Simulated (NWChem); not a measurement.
Molecule: C₄H₅N; SMILES C/C=C/C#N

All runs: NWChem. Pople sets run with spherical d functions. The geometry was optimised at PBE0/def2-SVP. Level MN15/6-31G*: energy and gradient on several grids; changes count from the extra-fine grid, which is no exact limit either.

Which is the coarsest grid (xcoarse; coarse; medium; fine; xfine) from which on the energy stays within 50 μHa and each gradient component within 100 μHa/bohr of xfine?

medium.
```
grid     size of the energy change (μHa)  largest change of a gradient component (μHa/bohr)  time, medium = 1 (rough)
-------  -------------------------------  -------------------------------------------------  ------------------------
xcoarse                            60000                                               3000                   about 1
coarse                               300                                                200                   about 1
medium                                20                                                 30                   about 1
fine                                < 10                                               < 30                   about 1
xfine                               < 10                                               < 30                         3
```
